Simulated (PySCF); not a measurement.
Bonds (- single, = double, # triple, : aromatic): C1-C2, C2=C3, C3-Si4, Si4-C5, C5-C6, C6-Si7, Si7-Si8, Si8-N9, N9-Si4. C1 carries H10, H11, H12; C2 carries H13; C3 carries H14; Si4 carries H15; C5 carries H16, H17; C6 carries H18, H19; Si7 carries H20, H21; Si8 carries H22, H23; N9 carries H24. Stereochemistry as in C/C=C\[Si@@H]1CC[SiH2][SiH2]N1. H16, H19, H21, H22 are cis to C3 on the ring; H17, H18, H20, H23 are trans to C3 on the ring.

PySCF 2.14.0 with density-fitted response routines calculation with GFN2-xTB structure and GIAO PBE0/pcSseg-1 shieldings; averaged over atoms made equivalent by symmetry, fast rotation or ring inversion, non-relativistic Hamiltonian, in vacuum, one computed conformer.

Predict the 2D correlation tables (HSQC, COSY, HMBC).

Answers



HSQC (one-bond C–H):
```csv
δH,δC
6.76 (H13),154.0 (C2)
5.79 (H14),133.7 (C3)
1.97 (H10/H11/H12),24.1 (C1)
1.73 (H19),5.9 (C6)
1.28 (H18),5.9 (C6)
1.04 (H17),13.4 (C5)
0.89 (H16),13.4 (C5)
```

COSY cross peaks (H two or three bonds apart, from the bond graph; peaks can be absent where the dihedral angle is near 90°):
```csv
δH,δH
6.76 (H13),5.79 (H14)
6.76 (H13),1.97 (H10/H11/H12)
5.79 (H14),5.36 (H15)
5.36 (H15),1.04 (H17)
5.36 (H15),0.89 (H16)
5.32 (H23),5.12 (H22)
5.32 (H23),3.97 (H21)
5.32 (H23),3.80 (H20)
5.12 (H22),3.97 (H21)
5.12 (H22),3.80 (H20)
3.97 (H21),3.80 (H20)
3.97 (H21),1.73 (H19)
3.97 (H21),1.28 (H18)
3.80 (H20),1.73 (H19)
3.80 (H20),1.28 (H18)
1.73 (H19),1.28 (H18)
1.73 (H19),1.04 (H17)
1.73 (H19),0.89 (H16)
1.28 (H18),1.04 (H17)
1.28 (H18),0.89 (H16)
1.04 (H17),0.89 (H16)
```

HMBC (two and three bonds, from the bond graph):
```csv
δH,δC
6.76 (H13),"133.7 (C3), 24.1 (C1)"
5.79 (H14),"154.0 (C2), 24.1 (C1), 13.4 (C5)"
5.36 (H15),"154.0 (C2), 133.7 (C3), 13.4 (C5), 5.9 (C6)"
5.32 (H23),5.9 (C6)
5.12 (H22),5.9 (C6)
3.97 (H21),"13.4 (C5), 5.9 (C6)"
3.80 (H20),"13.4 (C5), 5.9 (C6)"
1.97 (H10/H11/H12),"154.0 (C2), 133.7 (C3)"
1.73 (H19),13.4 (C5)
1.28 (H18),13.4 (C5)
1.04 (H17),"133.7 (C3), 5.9 (C6)"
0.89 (H16),"133.7 (C3), 5.9 (C6)"
```

Referencing at the same level of theory: ¹H, ¹³C vs TMS.

Short H···H contacts in this conformer between protons four or more bonds apart (candidates for NOE cross peaks, intensity ∝ r⁻⁶): H12···H15 2.64 Å.

OH and NH positions are those of a molecule without intermolecular hydrogen bonds; in solution they move with solvent, concentration and temperature, and exchange usually removes their couplings. Shifts are as computed. Against solution values, carbons near 30 ppm lie about +3 ppm off and those near 130 ppm about +5 ppm. Of 1211 compounds with measured shifts, 218 miss one by over three times the rms of a fit or turn the order of signals round; such compounds aren't used in these exercises.
